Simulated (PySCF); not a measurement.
# Correlation energy of S (sulfur, neutral)

[Ne] 3s2 3p3 4s1, high-spin 5S determinant (an excited configuration). Calculation: PySCF 2.14, in aug-cc-pVQZ-DK (7s6p4d3f2g, 84 functions); scalar relativity by spin-free X2C-1e. Frozen: [Ne]; 6 electrons correlated.

```json
{"level": "CCSD", "correlation energy (mhartree)": "-125.29"}
{"level": "(T)", "correlation energy (mhartree)": "-5.41"}
{"level": "CCSD(T)", "correlation energy (mhartree)": "-130.70"}
```

Diagnostics: T1 = 0.0099, D1 = 0.0334, largest double amplitude 0.046.

Problem. Is a single reference adequate?

Solution. Yes: T1 lies below 0.03 and no double amplitude reaches 0.07.
